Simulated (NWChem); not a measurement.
GeHI, singlet; SMILES [GeH][I]

```xyz
3

Ge     0.0093    -1.5746     0.0000
H     -1.5871    -1.6588     0.0000
I      0.0037     0.9759     0.0000
```
Atoms are numbered in this order, from 1.

Computed with NWChem. Low-valent species are run as closed-shell singlets; no triplet was tried in these runs. Structure relaxed at the PBE0/def2-SVP level. def2 effective core potentials on I; no spin-orbit coupling. B3LYP is NWChem's, with the RPA form of VWN correlation. Static field.

### Question
What does the run give for B3LYP/def2-SVPD? Quantities: isotropic polarisability (bohr³); anisotropy (bohr³).

### Answer
```
Item                              Value
--------------------------------  -----
isotropic polarisability (bohr³)   73.6
anisotropy (bohr³)                 43.6
```
